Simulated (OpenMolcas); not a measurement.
**Dy2+: moving the ligands**

Dy2+ with its 6 nearest oxide ions at 2.434 Å, on the Ca site of CaO (a = 4.8105 Å, distance in the model lattice 2.405 Å). The rest of the host is ab initio model potentials to 7.6 Å, with orthogonalisation functions on the cations behind the ligands, and point charges beyond; the distance is set by hand and nothing relaxes. Ligand basis ANO-RCC-VDZP.

| Item | Value |
| --- | --- |
| Program | OpenMolcas 26.06 |
| Method | CASSCF |
| Basis | ANO-RCC-VDZP [7s6p4d2f1g] |
| Scalar Hamiltonian | DKH2, point nucleus |
| Active space | 10 electrons in 7 orbitals (4f) |
| State averaging | 2S+1 = 5 even, 35 roots (33 in the spin-orbit step); 2S+1 = 3 even, 106 roots kept (CI in the orbitals of an earlier block); 2S+1 = 1 even, 44 roots kept (CI in the orbitals of an earlier block, 31 in the spin-orbit step) |
| Spin-orbit coupling | state interaction with AMFI integrals over the reference wave functions |

Runs around this geometry, states (labels of O, the rotations of Oh). Energies in cm-1 above the lowest state or level, χT in cm3 K/mol.

```csv
R (Å),Ground state,First state of that spin,First gap with spin-orbit (degeneracies),Width of lowest J,χT at 300 K
2.405,5A2,5T2 76.9,"9.3 (2, 3)",322,13.756
2.434,5A2,5T2 74.9,"9.0 (2, 3)",309,13.771
2.45,5A2,5T2 73.8,"8.9 (2, 3)",302,13.778
```

Taking the width of the lowest J multiplet as R^-n, n = -ln(302 / 322) / ln(2.45 / 2.405) = 3.5 between the shortest and longest distance.

High states are left out of the spin-orbit mixing, which shifts the levels that they would mix with. Without dynamic correlation the ligand-field splitting of an f shell can come out too small, at times by half. No measured value stands beside these numbers; the geometry was set by hand and not optimised.
